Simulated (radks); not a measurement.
Ba2+, configuration [Xe]. Calculated with a radial shooting solver on a logarithmic mesh with Libxc functionals: Dirac Kohn-Sham, PBE, spin-unpolarised, spherical densities, finite nucleus; Fermi nuclear charge, rms radius 4.8378 fm.

Unscreened Slater integrals over Kohn-Sham orbitals (eV). Large and small components are both included. Empty in this configuration: 6s1/2.

integral           value
F0(5p3/2,5p3/2)   12.761
F2(5p3/2,5p3/2)   6.9002
F0(5p3/2,5p1/2)   13.020
G2(5p3/2,5p1/2)   7.0010
F0(5p3/2,5s1/2)   13.710
G1(5p3/2,5s1/2)   9.0765
F0(5p3/2,4d5/2)   15.950
F2(5p3/2,4d5/2)   4.4931
G1(5p3/2,4d5/2)   1.2924
G3(5p3/2,4d5/2)   1.2458
F0(5p3/2,6s1/2)   7.5986
G1(5p3/2,6s1/2)  0.73012
F0(5p1/2,5p1/2)   13.302
F0(5p1/2,5s1/2)   14.054
G1(5p1/2,5s1/2)   9.5851
F0(5p1/2,4d5/2)   16.546
G3(5p1/2,4d5/2)   1.4119
F0(5p1/2,6s1/2)   7.6436
G1(5p1/2,6s1/2)  0.65390
F0(5s1/2,5s1/2)   14.984
F0(5s1/2,4d5/2)   18.289
G2(5s1/2,4d5/2)   2.1126
F0(5s1/2,6s1/2)   7.7630
G0(5s1/2,6s1/2)  0.39963
F0(4d5/2,4d5/2)   30.486
F2(4d5/2,4d5/2)   15.507
F4(4d5/2,4d5/2)   10.349
F0(4d5/2,6s1/2)   8.2397
G2(4d5/2,6s1/2)  0.27610
F0(6s1/2,6s1/2)   6.2476
